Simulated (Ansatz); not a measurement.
A nudged elastic band was laid between two geometries of AsH3 + GaH4N (10 atoms, charge 0, multiplicity 1).

Method: Ansatz 0.2.0, RKS PBE-D4/def2-SVP.

```yaml
movable_images: 7
climbing_image: yes
spring: 5.0 eV/Å²
optimiser: quadratic models (default)
start_path: through a guess of the saddle point
force_threshold: 0.03 eV/Å
iteration_limit: 60
end_points: relaxed
```

Image 0:

```xyz
10
Properties=species:S:1:pos:R:3
Ga 0.295 -0.991 0.744
N 1.577 0.275 1.076
H 0.581 -1.980 -0.442
H -0.915 -1.018 1.746
H -0.454 1.217 -0.697
As -1.702 1.084 -1.600
H 1.509 0.979 1.814
H 2.411 0.416 0.503
H -1.003 0.017 -2.464
H -2.300 0.002 -0.680
```

Image 8:

```xyz
10
Properties=species:S:1:pos:R:3
Ga -0.240 -0.798 0.245
N 1.241 0.696 0.816
H 0.772 -1.940 -0.199
H -0.993 -0.891 1.643
H 0.787 1.592 1.043
As -1.348 0.553 -1.510
H 1.788 0.406 1.639
H 1.905 0.877 0.050
H -1.170 -0.524 -2.593
H -2.744 0.028 -1.134
```

**Question.** Which bonds break or form, and what moves?

**Answer.** Bonds broken: H5–As6. Bonds formed: Ga1–As6, N2–H5. AsH3 + GaH4N becomes AsGaH7N.

**Question.** What energy profile does the band end with?

**Answer.** It converged. The highest image is number 3 of 0 to 8, 0.46 eV above the first end and 1.53 eV above the last; the last end lies 1.07 eV below the first. A vibrational analysis at the climbing image gives one clearly imaginary mode, 954i cm⁻¹: a first-order saddle point. The orbitals stay closed-shell, which can raise the energy where a bond breaks towards radicals; this wasn't checked here.

```csv
image,path coordinate (Å),energy (eV),H5–As6 (Å),Ga1–As6 (Å),N2–H5 (Å)
0,0.00,0.00,1.55,3.71,2.86
1,0.61,0.01,1.54,3.65,2.71
2,1.21,0.12,1.56,3.34,2.16
3,1.82,0.46,1.79,2.99,1.45
4,2.50,-0.28,2.26,2.67,1.07
5,3.18,-0.86,2.61,2.50,1.03
6,3.86,-1.05,3.07,2.48,1.03
7,4.54,-1.06,3.27,2.48,1.03
8,5.22,-1.07,3.49,2.48,1.03
```

**Question.** What is the geometry of the highest image?

**Answer.** 
```xyz
10
Properties=species:S:1:pos:R:3:forces:R:3
Ga -0.089 -0.976 0.553 -0.01 0.00 -0.01
N 1.128 0.562 0.634 0.01 0.00 0.01
H 0.371 -2.097 -0.444 0.00 0.00 0.00
H -1.006 -1.088 1.827 0.00 0.00 0.00
H 0.130 1.115 -0.261 0.00 0.00 -0.01
As -1.363 1.046 -1.252 0.00 -0.01 0.01
H 1.242 1.045 1.536 0.00 0.00 0.00
H 2.052 0.454 0.195 0.00 0.01 0.00
H -0.663 0.187 -2.323 0.00 0.00 0.00
H -1.801 -0.248 -0.465 0.00 0.00 -0.01
```

**Question.** What are the harmonic wavenumbers there?

**Answer.** 954i, 112, 178, 252, 283, 390, 423, 463, 487, 552, 618, 668, 699, 774, 920, 1217, 1268, 1474, 1925, 1946, 1952, 2129, 3404, 3518 cm⁻¹.

The band took 15 iterations and about 7 core-minutes.

Run time: 3.8 min on 2 threads of Arm Neoverse V1 (shared host), peak memory 0.17 GiB.
